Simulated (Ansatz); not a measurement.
Frontier orbitals of C$_{3}$H$_{4}$OZn (`C#C[O][Zn][CH3]`).

```xyz
9

C     2.862   -1.356    0.623
C     2.216   -0.470    0.124
O     1.548    0.480   -0.413
Zn   -0.264    0.545   -0.318
C    -2.172    0.709   -0.275
H     3.451   -2.126    1.055
H    -2.581    0.095    0.529
H    -2.458    1.748   -0.103
H    -2.601    0.377   -1.222
```

The species carries charge 0 and has multiplicity 1. For Zn the d shell is correlated and the shells below it are frozen. Scalar relativity is left out up to krypton. All single points use the PBE0-D4/def2-TZVP geometry. It is one conformer, not always the lowest. Basis def2-TZVPP, Ansatz 0.2.0.

Orbital energies of one run (eV). Highest occupied ones, from the top: -7.49, -7.64, -10.15, -12.75, -12.94, -13.11, -13.27, -15.06, -16.09, -18.00, -18.01, -18.03, -18.06, -18.57. Empty: -0.17, 0.31, 0.34, 1.81, 3.41, 3.49.

(1) Which functional gave them?
A. B97M-V
B. r2SCANh
C. PBE
D. BHLYP

Answers

(1) D. HOMO energies: BHLYP -7.49, B97M-V -5.36, PBE -5.16, r2SCANh -5.83 eV.
